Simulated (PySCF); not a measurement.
**Magnesium: highly charged ions in a basis for the neutral atom**

Mg⁷⁺ [He] 2s2 2p1, Mg⁸⁺ [He] 2s2. Calculation: PySCF 2.14, in def2-TZVP; the non-relativistic Hamiltonian (point nucleus). No spin-orbit coupling, so a gap to NIST mixes the basis error with missing relativistic terms.

Changed run: basis of the neutral atom used for a highly charged ion. This setting is unsound on purpose.

```tsv
species	method	sound run (hartree)	changed run (hartree)	converged
Mg⁷⁺	UHF	not run	-171.59298	yes
Mg⁷⁺	TPSS	not run	-171.78912	yes
Mg⁷⁺	BP86	not run	-171.75348	yes
Mg⁸⁺	UHF	not run	-161.87307	yes
Mg⁸⁺	TPSS	not run	-162.02394	yes
Mg⁸⁺	BP86	not run	-162.00103	yes
```

Ionisation energy of Mg⁷⁺:

```csv
method,changed run (eV),NIST (eV)
UHF,264.49,265.92
TPSS,265.72,265.92
BP86,265.38,265.92
```

The contracted functions were made for the neutral atom and can be too rigid for a highly charged ion.
